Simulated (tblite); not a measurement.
Compound: tiglic acid, C₅H₈O₂.
Numbering: `[CH3:1]/[CH:2]=[C:3](\[CH3:4])[C:5](=[O:6])[OH:7]` (hydrogens: H8, H9, H10 on C1; H11 on C2; H12, H13, H14 on C4; H15 on O7)

Computed with GFN2-xTB (tblite), gas phase: Langevin dynamics at 300 K from the optimised GFN2-xTB geometry, time step 0.5 fs, friction 0.01 fs⁻¹, 2000 steps.

Start geometry:
```
atom  x, y, z in Å
C1     -2.063    0.603    0.097
C2     -0.591    0.783    0.196
C3      0.354   -0.159    0.135
C4      0.144   -1.631   -0.049
C5      1.779    0.218    0.256
O6      2.698   -0.564    0.213
O7      1.995    1.538    0.423
H8     -2.446    1.189   -0.738
H9     -2.537    0.981    1.003
H10    -2.352   -0.434   -0.042
H11    -0.273    1.808    0.334
H12     0.573   -2.168    0.795
H13     0.671   -1.964   -0.942
H14    -0.906   -1.887   -0.138
H15     2.949    1.694    0.493
```

The statistics below take the 31 frames saved every 25 fs from 250 to 1000 fs; their kinetic temperature (all 3N coordinates) averages 333 K.

Question: How do the bond lengths spread?

Answer: 
```csv
bond,start (Å),mean (Å),standard deviation (Å),shortest (Å),longest (Å)
C1–C2,1.487,1.491,0.030,1.449,1.572
C2=C3,1.336,1.340,0.019,1.298,1.369
C3–C4,1.498,1.508,0.031,1.444,1.562
C3–C5,1.479,1.483,0.027,1.438,1.563
C5=O6,1.207,1.211,0.012,1.180,1.246
C5–O7,1.348,1.348,0.033,1.281,1.418
C1–H8,1.090,1.094,0.037,1.022,1.156
C1–H9,1.090,1.091,0.033,1.020,1.149
C1–H10,1.085,1.093,0.031,1.030,1.151
C2–H11,1.082,1.081,0.023,1.034,1.123
C4–H12,1.089,1.098,0.039,1.033,1.169
C4–H13,1.089,1.088,0.029,1.033,1.146
C4–H14,1.084,1.097,0.034,1.046,1.166
O7–H15,0.970,0.974,0.022,0.928,1.018
```

Question: Give the same statistics for bond angles, one of each kind among heavy atoms.

Answer: 
```json
{"angle": "C1–C2–C3", "start (°)": "127.7", "mean (°)": "125.0", "standard deviation (°)": "2.9", "smallest (°)": "119.5", "largest (°)": "131.9"}
{"angle": "C2–C3–C4", "start (°)": "126.8", "mean (°)": "123.7", "standard deviation (°)": "3.1", "smallest (°)": "115.9", "largest (°)": "131.0"}
{"angle": "C2–C3–C5", "start (°)": "119.9", "mean (°)": "120.7", "standard deviation (°)": "2.6", "smallest (°)": "114.6", "largest (°)": "127.9"}
{"angle": "C4–C3–C5", "start (°)": "113.3", "mean (°)": "114.8", "standard deviation (°)": "3.4", "smallest (°)": "108.6", "largest (°)": "120.8"}
{"angle": "C3–C5–O6", "start (°)": "124.4", "mean (°)": "125.0", "standard deviation (°)": "2.6", "smallest (°)": "118.4", "largest (°)": "132.2"}
{"angle": "C3–C5–O7", "start (°)": "114.4", "mean (°)": "113.4", "standard deviation (°)": "3.1", "smallest (°)": "107.2", "largest (°)": "119.2"}
{"angle": "O6–C5–O7", "start (°)": "121.1", "mean (°)": "121.3", "standard deviation (°)": "2.9", "smallest (°)": "114.9", "largest (°)": "126.2"}
```

Question: How far does each atom move about its mean position (frames aligned on the start, all atoms weighted alike), and what rms force does it feel?

Answer: 
| atom | rms displacement (Å) | rms force (eV/Å) |
| --- | --- | --- |
| C1 | 0.08 | 2.20 |
| C2 | 0.13 | 1.89 |
| C3 | 0.12 | 1.84 |
| C4 | 0.14 | 2.36 |
| C5 | 0.11 | 1.79 |
| O6 | 0.21 | 1.11 |
| O7 | 0.17 | 1.65 |
| H8 | 0.74 | 1.23 |
| H9 | 0.72 | 1.20 |
| H10 | 0.76 | 1.09 |
| H11 | 0.25 | 0.96 |
| H12 | 0.41 | 1.25 |
| H13 | 0.45 | 1.08 |
| H14 | 0.40 | 1.06 |
| H15 | 0.23 | 1.03 |

The displacements run from 0.08 to 0.76 Å, the largest at H10.

Question: Follow the torsion C2–C3–C5–O6 through every second one of these frames.

Answer: 
```tsv
t (fs)	C2–C3–C5–O6 (°)
250	-178
300	168
350	172
400	-162
450	161
500	-172
550	176
600	-171
650	-173
700	176
750	-160
800	-171
850	-175
900	179
950	164
1000	153
```

Largest departure from the start value over all these frames: C2–C3–C5–O6 26° (start 180°).

Question: How widely does the potential energy scatter, against a harmonic estimate?

Answer: Mean 0.53 eV above the start, standard deviation 0.081 eV, range 0.39 to 0.72 eV. For 39 classical harmonic modes at 300 K the canonical values are 39kT/2 = 0.50 eV and kT·√(39/2) = 0.114 eV.

The run is classical and short, so these are rough statistics of one trajectory.

What follows is the cost of the whole dynamics run. Hardware: one thread of an Arm Neoverse V1, no GPU, shared host with 64 logical CPUs at a one-minute load of 48. Cost: 9.4 s of wall time, 0.18 GiB resident at most.
